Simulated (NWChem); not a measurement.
# NaOH; SMILES [OH][Na]

```xyz
3

Na    -0.0667    -0.9424     0.0000
O      0.1330     0.9559     0.0000
H      0.2311     1.9075     0.0000
```
Atoms are numbered in this order, from 1.

Coordinates come from a PBE0/def2-SVP optimisation.

 Unshifted, non-relativistic core excitations; the lowest 4 roots alone, so stronger bands may lie above.

List the first O K-edge excitations from B3LYP/cc-pVTZ, restricted-window TDA (NWChem).


```
state  energy (eV)  dipole oscillator strength           leading excitation (squared amplitude)
-----  -----------  --------------------------  -----------------------------------------------
S1           514.0                      0.0007    1s of atom 2 or its equivalents → LUMO (0.99)
S2           515.8                      0.0033  1s of atom 2 or its equivalents → LUMO+1 (0.97)
S3           515.8                      0.0033  1s of atom 2 or its equivalents → LUMO+2 (0.97)
S4           516.0                      0.0010  1s of atom 2 or its equivalents → LUMO+3 (0.94)
```
